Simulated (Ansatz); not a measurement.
# KI (Potassium Iodide): methods side by side

The species is KI (2 atoms), meant as a singlet with charge 0. SMILES: `[K][I]`. Geometry: the measured bond length.

| atom | x (Å) | y (Å) | z (Å) |
| --- | --- | --- | --- |
| K | 0.0000 | 0.0000 | 0.0000 |
| I | 0.0000 | 0.0000 | 3.0478 |

Each level gives the energy change with the K1–I2 bond stretched from 3.048 to 7.620 Å (eV). The values are calculated.

```json
{"level": "HF/STO-3G (restricted)", "kind": "Hartree–Fock", "program": "Ansatz", "value (eV)": "4.50", "less FCI/STO-3G": "+1.52", "CPU time (all runs)": "1.6 s"}
{"level": "SVWN5/STO-3G (restricted)", "kind": "LDA", "program": "Ansatz", "value (eV)": "3.22", "less FCI/STO-3G": "+0.24", "CPU time (all runs)": "5.2 s"}
{"level": "revPBE/STO-3G (restricted)", "kind": "GGA", "program": "Ansatz", "value (eV)": "2.98", "less FCI/STO-3G": "0.00", "CPU time (all runs)": "17 s"}
{"level": "r2SCAN/STO-3G (restricted)", "kind": "meta-GGA", "program": "Ansatz", "value (eV)": "3.27", "less FCI/STO-3G": "+0.29", "CPU time (all runs)": "63 s"}
{"level": "PBE0/STO-3G (restricted)", "kind": "global hybrid", "program": "Ansatz", "value (eV)": "3.55", "less FCI/STO-3G": "+0.57", "CPU time (all runs)": "15 s"}
{"level": "B2PLYP/STO-3G (restricted)", "kind": "double hybrid", "program": "Ansatz", "value (eV)": "2.95", "less FCI/STO-3G": "-0.03", "CPU time (all runs)": "17 s"}
{"level": "MP2/STO-3G (restricted)", "kind": "perturbation theory", "program": "Ansatz", "value (eV)": "3.93", "less FCI/STO-3G": "+0.95", "CPU time (all runs)": "3 s"}
{"level": "CCSDT/STO-3G (restricted)", "kind": "coupled cluster or CI", "program": "Ansatz", "value (eV)": "2.98", "less FCI/STO-3G": "0.00", "CPU time (all runs)": "5.4 s"}
{"level": "FCI/STO-3G", "kind": "exact in the basis", "program": "Ansatz", "value (eV)": "2.98", "less FCI/STO-3G": "0.00", "CPU time (all runs)": "16 s"}
```

FCI/STO-3G is exact within its basis and frozen core, so for wave-function methods in that basis the difference is their error; functionals converge differently with the basis, so for them it is only a difference. A spin-restricted reference rises too steeply as a bond breaks; here HF/STO-3G, PBE0/STO-3G, MP2/STO-3G lie well above the multireference or unrestricted value. All-electron rows without a relativistic Hamiltonian named are non-relativistic. The first shape isn't each level's own minimum. The values span 2.95 to 4.50 eV. All rows use very small basis sets, so none should be taken for the real molecule's value. In the correlated wave-function rows the outer d shell of I is correlated, in sets not made for it. CPU times are rough (shared hosts, several kinds of processor and program).
